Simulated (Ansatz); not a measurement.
Start from `CB(O)F` and change one atom or group to get `CB(F)O[SiH3]`.

Ansatz, PBE0-D4/def2-TZVP geometries, multiplicity 1. Each molecule was computed in one conformer, which needn't be the lowest.

| property | `CB(O)F` |
| --- | --- |
| zero-point energy (PBE0-D4/def2-TZVP) / kJ/mol | 154.0 |
| LUMO energy (ωB97M-V/def2-TZVPP) / eV | 2.01 |
| size of the dipole moment (B3LYP/def2-TZVPP) / D | 0.42 |
| LUMO energy (PBE0/def2-TZVPP) / eV | 0.76 |
| HOMO energy (ωB97M-V/def2-TZVPP) / eV | -12.27 |
| ideal-gas entropy at 298 K and 1 bar (rigid rotor, harmonic PBE0-D4/def2-TZVP) / J/(mol·K) | 295 |

(1) Give the same properties after the change, and the shifts. (Estimate.)

## Answers

(1) Ansatz gave: 
| property | `CB(F)O[SiH3]` | shift |
| --- | --- | --- |
| zero-point energy (PBE0-D4/def2-TZVP) / kJ/mol | 193.5 | 39.5 |
| LUMO energy (ωB97M-V/def2-TZVPP) / eV | 1.65 | -0.36 |
| size of the dipole moment (B3LYP/def2-TZVPP) / D | 0.64 | 0.22 |
| LUMO energy (PBE0/def2-TZVPP) / eV | 0.13 | -0.63 |
| HOMO energy (ωB97M-V/def2-TZVPP) / eV | -11.60 | 0.67 |
| ideal-gas entropy at 298 K and 1 bar (rigid rotor, harmonic PBE0-D4/def2-TZVP) / J/(mol·K) | 364 | 69 |

With PBE0 the HOMO rises by 0.61 eV and the LUMO falls by 0.63 eV, so the gap narrows by about 1.24 eV. PBE moves the HOMO by 0.47 eV and ωB97M-V by 0.67 eV. The zero-point energy changes by 39.5 kJ/mol with +9 modes. Dipoles are sizes alone; their direction can turn. Modes under 60 cm⁻¹, often nearly free rotors, make the harmonic entropy too high.

B3LYP here is the variant with VWN-RPA as its local correlation; programs differ in this.
